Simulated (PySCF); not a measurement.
# How methods differ on the excitation energy of In⁺

In⁺ [Kr] 4d10 5s2 (1S) → In⁺ [Kr] 4d10 5s1 5p1 (3P), as a difference of total energies. Computed with PySCF 2.14 in Sapporo-DKH3-DZP-2012 (7s6p4d1f, 52 functions), with the spin-free X2C one-electron Hamiltonian (Gaussian nucleus). Correlated levels: valence and next inner shell: [Ar] 3d10 frozen. The calculations carry no spin-orbit coupling.

```
                                method  excitation energy (cm⁻¹)
                                   UHF                     33361
    MP2 (valence and next inner shell)                     43808
SCS-MP2 (valence and next inner shell)                     43855
   CCSD (valence and next inner shell)                     42745
CCSD(T) (valence and next inner shell)                     43260
```

Errors of the correlated levels include the incompleteness of this basis and the frozen core.

The basis was made for the ground configuration and has no added diffuse functions, so the excitation energy can come out too high.

For comparison: 44609 cm⁻¹ (measured; NIST levels, between the centres of gravity of the two terms).
